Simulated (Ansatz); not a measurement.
System: C₃H₆S, charge 0, singlet. C3H6S (SMILES C1CSC1).
B3LYP-D3(BJ)/def2-TZVP minimum from Ansatz (an electronic-structure program):
```
C
H 1 1.0897
H 1 1.0913 2 108.40
C 1 1.5398 2 110.51 3 127.23
H 4 1.0876 1 116.43 2 -20.36
H 4 1.0895 5 109.53 1 130.61
C 1 1.5398 2 110.51 3 -127.23
H 7 1.0876 1 116.43 2 20.36
H 7 1.0895 8 109.53 1 -130.61
S 4 1.8489 5 114.13 6 125.09
```

Property: atomisation energy (electronic, to ground-state atoms), in kcal/mol. UHF or UKS for unpaired electrons; spin-orbit terms are left out. CBS(X,Y): correlation extrapolated as X^-3, Hartree-Fock from the larger set. A bracket is a step between two methods taken in the basis named. The functionals are non-relativistic, so their misses hold any scalar relativity. Double hybrids freeze cores in their MP2 part. '+ core + X2C': CCSD(T) terms for core correlation (cc-pwCVTZ, 1s frozen past Ne) and scalar relativity (cc-pVTZ-DK). Where a partner has so few electrons that a lower coupled-cluster level is exact, that level stands in.

CCSD(T)/CBS(cc-pV(T+d)Z,cc-pV(Q+d)Z) + [CCSDT(Q) - CCSD(T)]/cc-pV(D+d)Z + core + X2C (Ansatz) gives 921.1 kcal/mol.

How far off this value is PBE/def2-TZVPD (Ansatz), in which direction, and which of these levels come nearer: r2SCAN/def2-TZVPD, B3LYP/def2-TZVPD, PBE0/def2-TZVPD, wB97M-V/def2-TZVPD, B2PLYP/def2-TZVPD, CCSD(T)/CBS(cc-pV(T+d)Z,cc-pV(Q+d)Z) + core + X2C?

PBE gives 936.0 kcal/mol, 14.9 kcal/mol above it. Differences of the others: r2SCAN/def2-TZVPD (Ansatz) -1.9; B3LYP/def2-TZVPD (Ansatz) -12.5; PBE0/def2-TZVPD (Ansatz) 2.7; wB97M-V/def2-TZVPD (Ansatz) 0.6; B2PLYP/def2-TZVPD (Ansatz) -16.5; CCSD(T)/CBS(cc-pV(T+d)Z,cc-pV(Q+d)Z) + core + X2C (Ansatz) -0.5 kcal/mol. Nearer than PBE: r2SCAN/def2-TZVPD, B3LYP/def2-TZVPD, PBE0/def2-TZVPD, wB97M-V/def2-TZVPD, CCSD(T)/CBS(cc-pV(T+d)Z,cc-pV(Q+d)Z) + core + X2C.
